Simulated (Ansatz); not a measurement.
`BOC=N` and `BOC(=N)Cl` differ in one atom or group.

Ansatz, PBE0-D4/def2-TZVP geometries, multiplicity 1. Each molecule was computed in one conformer, which needn't be the lowest.

```csv
property,`BOC=N`
LUMO energy (PBE/def2-TZVPP) / eV,-2.02
LUMO energy (PBE0/def2-TZVPP) / eV,-0.95
HOMO–LUMO gap (B3LYP/def2-TZVPP) / eV,7.06
HOMO energy (PBE0/def2-TZVPP) / eV,-8.51
zero-point energy (PBE0-D4/def2-TZVP) / kJ/mol,151.8
size of the dipole moment (ωB97M-V/def2-TZVPP) / D,2.19
```

**Question.** What does the change do to each property? (An estimate is asked.)

**Answer.** Computed: 
```tsv
property	`BOC(=N)Cl`	shift
LUMO energy (PBE/def2-TZVPP) / eV	-2.58	-0.56
LUMO energy (PBE0/def2-TZVPP) / eV	-1.58	-0.63
HOMO–LUMO gap (B3LYP/def2-TZVPP) / eV	6.66	-0.40
HOMO energy (PBE0/def2-TZVPP) / eV	-8.76	-0.25
zero-point energy (PBE0-D4/def2-TZVP) / kJ/mol	127.0	-24.8
size of the dipole moment (ωB97M-V/def2-TZVPP) / D	1.89	-0.30
```

With PBE0 the HOMO falls by 0.25 eV and the LUMO falls by 0.63 eV, so the gap narrows by about 0.38 eV. PBE moves the HOMO by -0.22 eV and ωB97M-V by -0.14 eV. Dipoles are sizes alone; their direction can turn.

B3LYP here is the variant with VWN-RPA as its local correlation; programs differ in this.
